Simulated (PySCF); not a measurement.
Cl$_{3}$Sn (SMILES [Cl][Sn]([Cl])[Cl]), doublet, geometry from GFN2-xTB (such geometries of metal compounds can be far from the true shape) (the spin is typed, not shown lowest) (core potentials on Sn). Base run: B3LYP/def2-SVP (PySCF).

The PySCF input:
```python
from pyscf import gto, scf, dft, solvent

mol = gto.Mole()
mol.atom = '''
    Sn    0.08088372    0.39081061    0.24223438
    Cl    2.10459344   -0.58339373   -0.64363244
    Cl   -0.96678190   -1.32529649    1.57887506
    Cl   -1.37570482    0.75924725   -1.64769668
'''
mol.basis = 'def2-svp'
mol.ecp = {'Sn': 'def2-svp'}
mol.spin = 1
mol.verbose = 4
mol.build()

mf = dft.UKS(mol)
mf.xc = 'b3lyp'
mf.kernel()
mf.analyze()
```

The base run was repeated with changes; each row names its change, and settings that it needs were set with it.

```csv
change,ΔE vs base (kJ/mol),dipole (D)
base,0.00,2.38
model = IEF-PCM; solvent = acetonitrile,-16.87,3.21
model = IEF-PCM; solvent = water,-17.34,3.23
model = IEF-PCM; solvent = dichloromethane; r_probe = 0.5,-6.42,2.78
model = IEF-PCM; solvent = dichloromethane; vdw_scale = 1.1,-21.80,3.30
model = IEF-PCM; solvent = methanol,-16.79,3.21
model = IEF-PCM; solvent = dichloromethane; lebedev_order = 41,-14.51,3.09
model = COSMO; solvent = dichloromethane,-14.39,3.09
model = IEF-PCM; solvent = toluene,-7.76,2.75
model = C-PCM; solvent = dichloromethane,-15.36,3.13
model = IEF-PCM; solvent = dichloromethane,-14.49,3.09
model = SS(V)PE; solvent = dichloromethane,-14.47,3.08
```

The base is the gas phase, so ΔE is the electrostatic part of solvation at a fixed geometry, without cavity and dispersion terms.

Open shells are given as the SCF converged; they aren't shown to be the lowest states, and a large step between rows can be another state.
